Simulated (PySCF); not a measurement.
The numbers are results of PBE-D3(BJ)/def2-TZVP // PBE0-D3(BJ)/def2-SVP run with PySCF, not measurements. Gas-phase values, no solvent. One relaxed conformer stands for a flexible species; it need not be the lowest. Excitations are Tamm–Dancoff values on a coarser integration grid. The basis has no diffuse functions, so Rydberg states are missing or too high.

Reference species (SMILES): `[In]([Cl])([Cl])[Cl]` (neutral, multiplicity 1).

```
Property              Result
-------------------  -------
S1 excitation (TDA)  4.18 eV
S1–T1 gap (TDA)      0.30 eV
HOMO–LUMO gap        4.03 eV
```

Changed species: `[Cl][In]([N](C)C)[Cl]` (C–N–In–Cl torsion 180°) (1 of 3 Cl replaced by N(CH3)2; the reference has 0 of 3 Cl replaced by N(CH3)2).

Task: Predict the effect on the S1 excitation (TDA), S1–T1 gap (TDA) and HOMO–LUMO gap.

Result: the S1 excitation (TDA) drops by 1.61 eV, to 2.57 eV; the S1–T1 gap (TDA) rises by 0.07 eV, to 0.37 eV; the HOMO–LUMO gap falls by 1.65 eV, to 2.38 eV.
